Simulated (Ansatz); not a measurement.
The cluster Ge₃Te₇, relaxed as a singlet with RKS PBE-D4/def2-SVP in Ansatz, starting from the GFN1-xTB geometry. Force threshold 0.03 eV/Å.

In the def2 sets Te takes a core potential; there is no spin–orbit coupling. Another isomer (singlet) lies 0.05 eV lower at PBE-D4/def2-SVP; other spin states weren't run for this one.

Start:

```xyz
10

Ge   -2.469    0.813   -1.684
Ge   -0.854   -0.211    0.392
Ge    2.045    1.385    0.417
Te    0.178    1.647   -1.209
Te   -2.178   -1.483   -2.592
Te   -3.193    0.453    0.880
Te    0.917    0.012    2.274
Te    4.232    2.302    0.491
Te    1.688   -2.459    1.577
Te   -0.366   -2.458   -0.547
```

**Question.** Estimate the energy that the relaxation releases and the steps that it takes.

**Answer.** 149.5 kJ/mol, in 27 steps; 6.2 min on 4 threads of Intel Xeon on a shared host. The force fell under the threshold at step 26, but the optimiser went on. No frequencies were taken in this run, so the end may be a saddle point.

**Question.** Does the start keep its bonding and symmetry?

**Answer.** Bonds lost: Ge1–Te4, Ge3–Te7, Te9–Te10 (atoms count from 1). Bonds formed: Ge3–Te9 (atoms count from 1).

**Question.** Predict the relaxed structure.

**Answer.** 
Cartesian coordinates in Å:
```
Ge -3.828 0.311 -2.006
Ge -0.878 -0.201 0.588
Ge 2.710 1.023 0.412
Te 0.423 1.875 -0.380
Te -1.942 -1.206 -2.936
Te -3.382 0.528 0.542
Te -0.031 -0.640 3.011
Te 4.888 1.612 -0.406
Te 2.538 -0.985 2.031
Te -0.497 -2.317 -0.856
```
Bond lengths: 9 × Ge–Te 2.40 to 2.63 Å; 2 × Te–Te 2.77 Å.
